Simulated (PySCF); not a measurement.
octafluoropropane (C3F8), SMILES FC(F)(F)C(F)(F)C(F)(F)F. Atoms are numbered in the order given.

```xyz
11

F      1.3863     1.1007     1.0002
C      1.3169     0.0000     0.2353
F      1.3709    -1.0849     1.0241
F      2.3646    -0.0164    -0.6013
C      0.0000     0.0000    -0.5975
F     -0.0003    -1.1048    -1.3808
F      0.0003     1.1048    -1.3808
C     -1.3169     0.0000     0.2353
F     -1.3709     1.0849     1.0241
F     -2.3646     0.0164    -0.6013
F     -1.3863    -1.1007     1.0002
```
Charge 0, spin multiplicity 1.

The structure is a stationary point at PBE-D3(BJ)/def2-SVP.

Two levels are set side by side: PBE/pcSseg-1 (PySCF) and PBE0/pcSseg-1 (PySCF). GIAO shifts against CFCl3 (¹⁹F), TMS (¹³C) at the same level; non-relativistic, no solvent, atoms listed together averaged. Differences are taken from unrounded values.

| quantity | PBE0 | PBE | PBE minus PBE0 |
|---|---|---|---|
| δ(¹³C) of C2, C8 (ppm) | 130.0 | 135.7 | 5.7 |
| δ(¹³C) of C5 (ppm) | 115.9 | 120.6 | 4.6 |
| δ(¹⁹F) of F6, F7 (ppm) | -147.2 | -164.0 | -16.8 |

Rough cost on one machine, each run with all the roots and properties that it gave: PBE0 against PBE within a factor of 2.
